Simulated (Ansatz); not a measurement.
Reactions of `C#[C][GeH]([F])[F]`.

Isolated molecules relaxed with PBE0-D4/def2-TZVP in Ansatz; ΔE leaves out vibrations. CCSD(T)/CBS adds triple-zeta CCSD(T) − MP2 to the extrapolated MP2 energy (def2 sets, frozen cores). This one scheme is used for every species, atoms too. Functionals use def2-TZVPP. No spin–orbit coupling; open shells (•) take unrestricted orbitals. For Ga, Ge outer-core shells are correlated without core-valence functions, so the limit isn't a true one: a few kJ/mol of doubt a bond, and 10 to 20 or more in all where bonds break to atoms. Scalar relativity is left out up to krypton. Each species was taken in one conformer, which may not be the lowest.

```
                                                                  reaction  CCSD(T)/CBS(def2) (kJ/mol)
                  `C#[C][GeH]([F])[F]` + HCl → `[F][GeH]([F])[Cl]` + `C#C`                         -54
                          `C#[C][GeH]([F])[F]` → `C#[C][Ge]([F])[F]`• + H•                         395
                 `C#[C][GeH]([F])[F]` + CH₄ → `C#[C][GeH]([CH3])[F]` + H–F                          67
                                `C#[C][GeH]([F])[F]` → `C#CF` + `[F][GeH]`                         346
                        `C#[C][GeH]([F])[F]` + H₂ → `C#[C][GeH2][F]` + H–F                           ?
            `C#[C][GeH]([F])[F]` + `[SiH3]`• → `C#[C][Ge]([F])[F]`• + SiH₄                         -12
                  `C#[C][GeH]([F])[F]` + H₂O → `[OH][GeH]([F])[F]` + `C#C`                         -29
                        `C#[C][GeH]([F])[F]` + H₂ → `C#C` + `[F][GeH2][F]`                           ?
                               `C#[C][GeH]([F])[F]` → `[F][Ge][F]` + `C#C`                          48
`C#[C][GeH]([F])[F]` + `[SiH3][GaH2]` → `C#C[SiH2][GaH2]` + `[F][GeH2][F]`                           ?
```

Task: Fill in the missing values. (An estimate is asked.)

Result: Computed: `C#[C][GeH]([F])[F]` + H₂ → `C#[C][GeH2][F]` + H–F: +45.3 kJ/mol; `C#[C][GeH]([F])[F]` + H₂ → `C#C` + `[F][GeH2][F]`: +0.3 kJ/mol; `C#[C][GeH]([F])[F]` + `[SiH3][GaH2]` → `C#C[SiH2][GaH2]` + `[F][GeH2][F]`: -15.7 kJ/mol.

Largest T1 diagnostic: 0.015, for `C#[C][Ge]([F])[F]`•.
